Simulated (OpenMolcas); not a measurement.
**What dynamic correlation does to the levels of Au2+**

```json
{
  "Program": "OpenMolcas",
  "Basis": "ANO-R1 [7s5p4d2f]",
  "Scalar Hamiltonian": "X2C, finite nucleus",
  "Active space": "9 electrons in 6 orbitals (5d 6s)",
  "State averaging": "2S+1 = 2 even, 30 roots; 2S+1 = 4 even, 10 roots kept (CI in the orbitals of an earlier block)",
  "Spin-orbit coupling": "RASSI with atomic mean-field integrals over the reference wave functions, term energies averaged over their components"
}
```

Methods on the same reference wave functions:
A. CASSCF
B. SS-CASPT2, IPEA 0.25 Eh, imaginary shift 0.1 Eh (closed shells correlated: 5s 5p)
C. MS-CASPT2, IPEA 0.25 Eh, imaginary shift 0.1 Eh (closed shells correlated: 5s 5p)

Energies in cm-1 above 5d9 2D 5/2, the measured ground level; measured values from Iglesias, J. Res. Natl. Bur. Stand. 64A, 481 (1960).

| Level | A | B | C | Measured |
| --- | --- | --- | --- | --- |
| 5d9 2D 5/2 | 0.0 | 0.0 | 0.0 | 0.0 |
| 5d9 2D 3/2 | 13707 | 13700 | 13760 | 12694 |
| 5d8 6s 4F 9/2 | 30474 | 31430 | 31450 | 29754 |
| 5d8 6s 4F 7/2 [63 %] | 36228 | 36720 | 36740 | 35077 |
| 5d8 6s 2F 7/2 [61 %] | 47960 | 47940 | 47950 | 45740 |
| 5d8 6s 4P 1/2 | 54296 | 53060 | 53080 | 49439 |
| 5d8 6s 2G 9/2 | 62525 | 61670 | 61680 | 57819 |
| 5d8 6s 2G 7/2 | 62995 | 62110 | 62120 | 58585 |
| 5d8 6s 2P 1/2 | 64631 | 62300 | 62320 | 58327 |

Deviations, from unrounded energies. A percentage is the sum of absolute deviations over the sum of measured energies, with the sign that they share, or ± where signs differ.

```csv
Against measurement,Levels,A,B,C
mean absolute deviation (cm-1),8,3200,2700,2700
fine structure of the ground term (%),1,+8.0,+8.0,+8.4
other configurations (%),7,+7.3,+6.1,+6.2
```

B, C lie about equally close to measurement and A furthest from it. The largest miss of B in the table is 5d8 6s 2P 1/2, by +4000 cm-1. The ranking rests on the paired levels alone, and a cruder setting can come out closer through cancelling errors.

Between B and C the level of the table that moves most is 5d9 2D 3/2, by 52 cm-1 (lowest in B, highest in C). Moves below CASPT2's spread within the term are not significant.

The mean deviations of B to C differ by less than CASPT2's widest spread within a term (760 cm-1), so their order carries little weight.

The lowest spin-free term lies below A's lowest term by 0.333 hartree in B, 0.333 hartree in C.

CASPT2 breaks the degeneracy within a term, and the mean is taken; among the terms shown or strongly mixed into the levels shown the widest spread is 760 cm-1 (5d8 6s 2G, C). Terms from blocks run as CI alone lack orbitals of their own. A single d shell beside an s shell can misplace configurations of different d count against each other. Without dynamic correlation excited terms often stand tens of per cent too high (terms of higher spin than the ground term too low), and those without a measured partner can miss by more than the paired ones (holds for A). The CASPT2 spread within a term exceeds the gap to the next term for 5d8 6s 2G and 5d8 6s 2P, so the order of their levels is uncertain (holds for B; C). Measured partners are found by configuration, term and J. A level has none where our copy of the source lacks it or the pairing is in doubt (some pairs that miss far off the trend of their configuration count as doubtful), and it then counts in no deviation. Levels of configurations outside the active space are missing. Levels that lie high or do not pair safely by name in every column are left out.

A share in square brackets marks a mixed level and gives the weight of the term that names it, the lowest over the columns.
